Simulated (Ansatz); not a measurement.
The same substitution along the group B, Al, In.

Isolated molecules relaxed with PBE0-D4/def2-TZVP in Ansatz; ΔE leaves out vibrations. CCSD(T)/CBS is the MP2 limit (def2-TZVPP, def2-QZVPP) plus CCSD(T) − MP2 in def2-TZVPP, frozen cores. This one scheme is used for every species. Functionals use def2-TZVPP. def2 core potentials past Kr. For In outer-core shells are correlated without core-valence functions, which leaves a few kJ/mol of doubt a bond. Each species was taken in one conformer, which may not be the lowest.

```tsv
reaction	r2SCAN-D4 (kJ/mol)
`BC(C)F` + CH₃NH₂ → `CNC(C)F` + BH₃	12
`C[CH](F)[AlH2]` + CH₃NH₂ → `CNC(C)F` + `[AlH3]`	-22
`C[CH](F)[InH2]` + CH₃NH₂ → `CNC(C)F` + `[InH3]`	-37
```

(1) Give the CCSD(T)/CBS values in the same order. (An estimate is asked.)

Largest T1 diagnostic: 0.014, for `[InH3]`.

## Answers

(1) Computed: 11, -19, -27 kJ/mol.
